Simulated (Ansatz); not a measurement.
CH4BNSe, SMILES `BC(N)=[Se]`, relaxed with RKS PBE-D4/def2-SVP in Ansatz 0.2.0 from a rough embedded geometry. The force threshold is 0.03 eV/Å; the program also tests the step.

Total charge 0; spin multiplicity 1.

Start:

```xyz
8

B    -1.088    0.649   -0.140
C    -0.071   -0.453    0.130
N     1.299   -0.183    0.038
Se   -0.708   -2.070    0.471
H    -2.296    0.389   -0.013
H    -0.821    1.775   -0.376
H     2.026   -0.919    0.151
H     1.659    0.811   -0.262
```

```json
{"step": "1", "energy (eV)": "-68592.5023", "largest force (eV/Å)": "2.142", "largest move (Å)": "0.000"}
{"step": "2", "energy (eV)": "-68592.7020", "largest force (eV/Å)": "1.487", "largest move (Å)": "0.100"}
{"step": "3", "energy (eV)": "-68592.7909", "largest force (eV/Å)": "0.312", "largest move (Å)": "0.095"}
{"step": "4", "energy (eV)": "-68592.7937", "largest force (eV/Å)": "0.240", "largest move (Å)": "0.097"}
{"step": "5", "energy (eV)": "-68592.8062", "largest force (eV/Å)": "0.126", "largest move (Å)": "0.061"}
{"step": "6", "energy (eV)": "-68592.8355", "largest force (eV/Å)": "0.243", "largest move (Å)": "0.154"}
{"step": "7", "energy (eV)": "-68592.9005", "largest force (eV/Å)": "0.263", "largest move (Å)": "0.200"}
{"step": "8", "energy (eV)": "-68592.9499", "largest force (eV/Å)": "0.223", "largest move (Å)": "0.109"}
{"step": "9", "energy (eV)": "-68593.0468", "largest force (eV/Å)": "0.325", "largest move (Å)": "0.196"}
{"step": "10", "energy (eV)": "-68593.1584", "largest force (eV/Å)": "0.602", "largest move (Å)": "0.195"}
{"step": "11", "energy (eV)": "-68593.2964", "largest force (eV/Å)": "0.610", "largest move (Å)": "0.194"}
{"step": "12", "energy (eV)": "-68593.4000", "largest force (eV/Å)": "0.504", "largest move (Å)": "0.200"}
{"step": "13", "energy (eV)": "-68593.4346", "largest force (eV/Å)": "0.680", "largest move (Å)": "0.196"}
{"step": "14 (rejected)", "energy (eV)": "-68593.3459", "largest force (eV/Å)": "2.658", "largest move (Å)": "0.200"}
{"step": "15", "energy (eV)": "-68593.4810", "largest force (eV/Å)": "0.200", "largest move (Å)": "0.060"}
{"step": "16", "energy (eV)": "-68593.4826", "largest force (eV/Å)": "0.215", "largest move (Å)": "0.025"}
{"step": "17", "energy (eV)": "-68593.4836", "largest force (eV/Å)": "0.046", "largest move (Å)": "0.015"}
{"step": "18", "energy (eV)": "-68593.4838", "largest force (eV/Å)": "0.023", "largest move (Å)": "0.005"}
```

End:

```xyz
8

B    -1.202    0.488   -0.186
C     0.121   -0.279    0.003
N     1.409   -0.123    0.248
Se   -0.887   -1.772   -0.279
H    -1.833    0.829    0.800
H    -1.456    0.967   -1.277
H     2.047   -0.923    0.310
H     1.801    0.814    0.382
```

Run time 22 s (2 threads of an Intel Xeon Platinum 8488C on a shared host); peak host memory 0.17 GiB.
